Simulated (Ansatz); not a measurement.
Program: Ansatz. Geometries: PBE0-D4/def2-TZVP. ΔE: electronic, gas phase. CCSD(T)/CBS adds triple-zeta CCSD(T) − MP2 to the extrapolated MP2 energy (def2 sets, frozen cores). Elements past krypton have def2 core potentials. For Sb outer-core shells are correlated without core-valence functions, which leaves a few kJ/mol of doubt a bond. One conformer a species, not always the lowest.

Reaction (ligand exchange at the Si–N bond): `[SiH3][NH][SbH2]` + `CC(C)=N` → `CC(C)=N[SiH3]` + `[NH2][SbH2]`

| species | CCSD/CBS(def2) energy (Eh) |
| --- | --- |
| `[SiH3][NH][SbH2]` | -587.38164 |
| `CC(C)=N` | -173.03126 |
| `CC(C)=N[SiH3]` | -463.31576 |
| `[NH2][SbH2]` | -297.08461 |

Task: Work out ΔE.

Result: ΔE = (-463.31576) + (-297.08461) − (-587.38164) − (-173.03126) = 0.01253 Eh = +32.9 kJ/mol. CCSD(T)/CBS gives +31.6 kJ/mol.

Largest T1 diagnostic among the species: 0.013.

From PBE to PBE0 (25 % exact exchange), in def2-TZVPP and without D4, ΔE moves by +3.5 kJ/mol.
